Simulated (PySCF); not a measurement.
# What settings do to a single point of [PbF5]−

The sound run of [PbF5]− (singlet) uses PySCF 2.14.0, RKS BP86, Pb def2-SVP with ECP60, F def2-SVP; non-relativistic Hamiltonian with scalar-relativistic core potentials where named; density fitting; no spin-orbit coupling, grid (50, 194), threshold 1e-8 Eh and 55 cycles, at the relaxed geometry:

```xyz
6

Pb   -0.0233    0.0001    0.0000
F    -0.1620    0.0004    2.0838
F    -0.1620    0.0004   -2.0838
F     2.0543   -0.0024    0.0000
F    -0.8522    1.9128    0.0000
F    -0.8549   -1.9114    0.0000
```

There Pb1 has a Mulliken charge of 1.08 e and the dipole about the centre of mass is 0.30 D. Each run below changes one thing and starts from free metal ions and neutral atoms unless it says otherwise; with 55 cycles, smearing, a level shift and second-order steps follow where DIIS fails, and their cycles count. Energy shifts count from the sound run.

| change | outcome | cycles | energy shift (eV) | largest force component (eV/Å) | charge on Pb1 (e) | dipole about the centre of mass (D) |
| --- | --- | --- | --- | --- | --- | --- |
| threshold 1e-06 | converged | 10 | 0.0000 | 0.00 | 1.08 | 0.30 |

Task: One further run converged with energy shift (eV) 6.60, largest force component (eV/Å) 38.46, charge on Pb1 (e) 1.12, dipole about the centre of mass (D) 0.21. Which change was it?
A. F4 put 0.5 Å from Pb1, limit 95 cycles
B. all coordinates × 1.05
C. grid (10, 14)

Result: C.

Task: And the other changes listed?

Result: 
```tsv
change	outcome	cycles	energy shift (eV)	largest force component (eV/Å)	charge on Pb1 (e)	dipole about the centre of mass (D)
all coordinates × 1.05	converged	11	0.38	1.37	1.04	0.31
F4 put 0.5 Å from Pb1, limit 95 cycles	not converged	13	–	–	–	–
```

Unsound on purpose, so not properties of the compound: grid (10, 14).

Forces carry noise of the integration grid, about 0.01 to 0.03 eV/Å.
